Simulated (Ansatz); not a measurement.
Start from `O[SiH](O)N[SiH](Cl)Cl` and change one atom or group to get `O[SiH](O)N[SiH2]F`.

Ansatz, PBE0-D4/def2-TZVP geometries, multiplicity 1. Each molecule was computed in one conformer, which needn't be the lowest.

```json
{"property": "HOMO energy (PBE0/def2-TZVPP) / eV", "`O[SiH](O)N[SiH](Cl)Cl`": "-8.34"}
{"property": "size of the dipole moment (ωB97M-V/def2-TZVPP) / D", "`O[SiH](O)N[SiH](Cl)Cl`": "0.99"}
{"property": "size of the dipole moment (PBE/def2-TZVPP) / D", "`O[SiH](O)N[SiH](Cl)Cl`": "1.03"}
{"property": "HOMO–LUMO gap (B3LYP/def2-TZVPP) / eV", "`O[SiH](O)N[SiH](Cl)Cl`": "8.32"}
{"property": "LUMO energy (B3LYP/def2-TZVPP) / eV", "`O[SiH](O)N[SiH](Cl)Cl`": "0.24"}
{"property": "LUMO energy (PBE0/def2-TZVPP) / eV", "`O[SiH](O)N[SiH](Cl)Cl`": "0.49"}
```

(1) Give the same properties after the change, and the shifts. (An estimate is asked.)

## Answers

(1) The calculation gave: 
```json
{"property": "HOMO energy (PBE0/def2-TZVPP) / eV", "`O[SiH](O)N[SiH2]F`": "-8.34", "shift": "0.00"}
{"property": "size of the dipole moment (ωB97M-V/def2-TZVPP) / D", "`O[SiH](O)N[SiH2]F`": "2.38", "shift": "1.39"}
{"property": "size of the dipole moment (PBE/def2-TZVPP) / D", "`O[SiH](O)N[SiH2]F`": "2.27", "shift": "1.24"}
{"property": "HOMO–LUMO gap (B3LYP/def2-TZVPP) / eV", "`O[SiH](O)N[SiH2]F`": "8.16", "shift": "-0.16"}
{"property": "LUMO energy (B3LYP/def2-TZVPP) / eV", "`O[SiH](O)N[SiH2]F`": "0.07", "shift": "-0.17"}
{"property": "LUMO energy (PBE0/def2-TZVPP) / eV", "`O[SiH](O)N[SiH2]F`": "0.40", "shift": "-0.09"}
```

Dipoles are sizes alone; their direction can turn.

B3LYP here is the variant with VWN-RPA as its local correlation; programs differ in this.
